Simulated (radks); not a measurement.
Q: Radial electron density D(r) = 4 pi r^2 rho(r) of an atom or ion with 1 electrons. All-electron calculation, non-relativistic Kohn-Sham, TPSS, spin-polarised, spherical densities, point nucleus; meta-GGA in the generalised Kohn-Sham scheme. Program: a radial shooting solver on a logarithmic mesh with Libxc functionals.

```
   r/bohr * D(r) (the largest magnitude, 0.537, reaches the edge; | marks zero)
  0.09915 |  *
   0.1154 |   *
   0.1344 |     *
   0.1564 |      *
   0.1821 |         *
    0.212 |           *
   0.2468 |              *
   0.2873 |                  *
   0.3345 |                       *
   0.3894 |                            *
   0.4533 |                                 *
   0.5278 |                                       *
   0.6144 |                                            *
   0.7153 |                                                 *
   0.8327 |                                                    *
   0.9694 |                                                      *
    1.128 |                                                     *
    1.314 |                                                  *
    1.529 |                                           *
     1.78 |                                   *
    2.073 |                          *
    2.413 |                  *
    2.809 |           *
     3.27 |      *
    3.807 |  *
    4.432 |*
     5.16 |*
    6.007 *
```

What is the nuclear charge?

A: Z = 1. The innermost maximum, from 1s, lies near 1/Z = 1 bohr (found: 0.993), and its height grows with Z. The density is that of neutral hydrogen in 1s1; the configuration itself is not fixed sharply by these data. D(r) has 1 maximum, at r = 0.993 bohr.
